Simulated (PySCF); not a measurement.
C₂H₁₃Si₄ (doublet state).
Structure used (GFN2-xTB), in Å, numbered top down from 1:
```
atom  x, y, z in Å
C1    -0.7971    1.8130    1.2447
Si2   -1.2637   -0.0168    0.9484
Si3   -2.4257   -0.1559   -1.0646
Si4    0.6325   -1.2615    1.3210
C5     1.8258   -1.4156   -0.1721
Si6    2.3531    0.2160   -0.9816
H7    -1.6810    2.4451    1.2459
H8    -0.2973    1.9514    2.1986
H9    -0.1314    2.1832    0.4702
H10   -2.1814   -0.3550    2.0640
H11   -1.4732   -0.1214   -2.1824
H12   -3.1282   -1.4398   -1.1678
H13   -3.4188    0.8864   -1.3495
H14    0.4545   -2.6584    1.7852
H15    1.3449   -2.0423   -0.9267
H16    2.7186   -1.9578    0.1406
H17    2.9855    1.0752    0.0224
H18    1.1728    0.8929   -1.5302
H19    3.3003   -0.0293   -2.0737
```

The hyperfine couplings belong to this conformer and change with its torsions.

As a line formula: `C([SiH][Si@@H](C)[SiH3])[SiH3]` [radical].

The calculation used PySCF, UKS B3LYP, pcH-1 on C H Si, non-relativistic, mean-field spin-orbit, GIAO. Isolated species at its GFN2-xTB geometry (one conformer only). GFN2-xTB frequencies show an imaginary mode (24i cm⁻¹), so this geometry is no minimum at that level. Couplings are sensitive to structure, and on GFN2-xTB geometries they can be far from those on DFT ones, by a factor of two or more for some ions and for spin on atoms past the first row. The SCF solution wasn't tested for stability.

(1) What is the g tensor, term by term?

(2) How much does each term add to the isotropic shift?

(3) What effective moment and Curie constant follow for a powder?

(4) At 9.327 GHz, how far is the centre of the isotropic spectrum from where a free electron (g = 2.002319) resonates?

(5) In a frozen sample, at which fields do the three g values resonate at 9.5, 34, 94 and 263 GHz (hyperfine left aside), and which band first spreads them over more than twice a line width of 1.0 mT?

## Answers

(1) 
```tsv
Δg (ppm)	1	2	3
relativistic mass correction	-129	-129	-129
gauge correction	9	37	49
orbital Zeeman/spin–orbit	-62	1738	3709
total	-182	1646	3629
```

So g = 2.00214, 2.00397, 2.00595 and g_iso = 2.00402; the tensor is rhombic: the two nearest values differ by 48 % of g3 − g1. Axes: g2 points within 12° of the Si2–Si4 bond.

(2) The orbital-Zeeman/spin–orbit term 1795, the mass correction -129 and the gauge correction 31 ppm, for a total of 1697 ppm. The orbital-Zeeman/spin–orbit term is the largest in size. The mass correction is the same along every axis, so the anisotropy comes from the other two: their spans along these axes are 40 (gauge) and 3771 ppm (orbital Zeeman/spin–orbit).

(3) With the mean of g² = 4.0161 and S(S+1) = 0.75: μ_eff = √(⟨g²⟩S(S+1)) = 1.736 μB and χT = 0.12505·⟨g²⟩·S(S+1) = 0.377 cm³ K/mol (cgs; spin-Hamiltonian part alone).

(4) B = hν/(g μB) with μB/h = 13.99624 MHz/mT gives 332.81 mT for the free electron and 332.53 mT at g_iso, 0.28 mT lower.

(5) 
```
band    GHz  B(g3) mT  B(g2) mT  B(g1) mT  spread mT
   X    9.5    338.37    338.71    339.01       0.64
   Q   34.0   1211.01   1212.21   1213.32       2.31
   W   94.0   3348.09   3351.40   3354.46       6.37
   J  263.0   9367.52   9376.79   9385.35      17.83
```

The spread grows in proportion to the frequency. Q band is the first where it exceeds 2.0 mT.

The largest Mulliken spin population is on Si4 (+0.93). The angles at Si4 add up to 337.1°, so it is pyramidal.

The HOMO–LUMO gaps are 5.27 eV among the α and 4.96 eV among the β orbitals.
